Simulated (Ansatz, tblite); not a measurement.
Removing and adding an electron: Si₄O (the lowest singlet isomer of a short search). The state is a singlet with charge 0. Geometry: PBE0-D4/def2-SVP. Ansatz, gas phase; energy differences of separate SCF runs; the oxidised species was run as a doublet alone; the reduced species was run as a doublet alone.

```xyz
5

O     0.5725    1.1776   -1.2491
Si    0.2997   -1.0058    1.2527
Si   -2.0045   -1.0104    0.6796
Si    1.7815    0.5684   -0.1975
Si   -0.6492    0.2701   -0.4856
```

The xTB rows come from tblite. Correlated methods freeze 21 core orbitals. HOMO above LUMO, or a gap near zero within one spin, warns that the state may not be the lowest or that an electron is smeared out. The structure comes from a short search, and lower isomers may exist.

Problem. Estimate orbital energies and vertical ionisation energies and electron affinities at: GFN2-xTB; PBE-D4/def2-TZVP; PBE-D4/def2-TZVPD; r2SCAN-D4/def2-TZVP; r2SCAN-D4/def2-TZVPD; PBE0-D4/def2-TZVP; PBE0-D4/def2-TZVPD; CCSD/def2-TZVPP; CCSD(T)/def2-TZVPP.

Solution. 
| level | −HOMO (eV) | vertical IE (eV) | −LUMO (eV) | vertical EA (eV) | HOMO–LUMO gap (eV) | IE − EA (eV) | remarks |
| --- | --- | --- | --- | --- | --- | --- | --- |
| GFN2-xTB | 6.39 | 9.28 | 5.55 | 2.79 | 0.84 | 6.49 | – |
| PBE-D4/def2-TZVP | 5.24 | 7.78 | 4.09 | – | 1.15 | – | gap within one spin near zero (+1 doublet) |
| PBE-D4/def2-TZVPD | 5.27 | – | 4.11 | 1.88 | 1.16 | – | HOMO above zero (-1 doublet) |
| r2SCAN-D4/def2-TZVP | 5.42 | 7.80 | 4.08 | – | 1.34 | – | – |
| r2SCAN-D4/def2-TZVPD | 5.44 | – | 4.09 | 2.01 | 1.34 | – | HOMO above zero (-1 doublet) |
| PBE0-D4/def2-TZVP | 6.13 | 7.84 | 3.37 | – | 2.75 | – | – |
| PBE0-D4/def2-TZVPD | 6.15 | – | 3.39 | 1.90 | 2.76 | – | – |
| CCSD/def2-TZVPP | – | 7.82 | – | – | – | – | large T1 (0.023) (singlet), large T1 (0.054) (+1 doublet), restricted SCF unstable (singlet), spin-contaminated (⟨S²⟩ 1.09) (+1 doublet) |
| CCSD(T)/def2-TZVPP | – | 7.88 | – | – | – | – | large T1 (0.023) (singlet), large T1 (0.054) (+1 doublet), restricted SCF unstable (singlet), spin-contaminated (⟨S²⟩ 1.09) (+1 doublet) |

Run but left out: HF/def2-TZVPP (singlet: restricted singlet, unstable towards broken spin symmetry); MP2/def2-TZVPP (charge +1 doublet: ⟨S²⟩ 1.09, where a pure state has 0.75).   A HOMO above zero means that the electron is unbound at that level or that self-interaction error raises the level; the energy of removing that electron tells which. Raw xTB energy differences between charge states are shifted by several eV; the methods need an empirical correction for them.
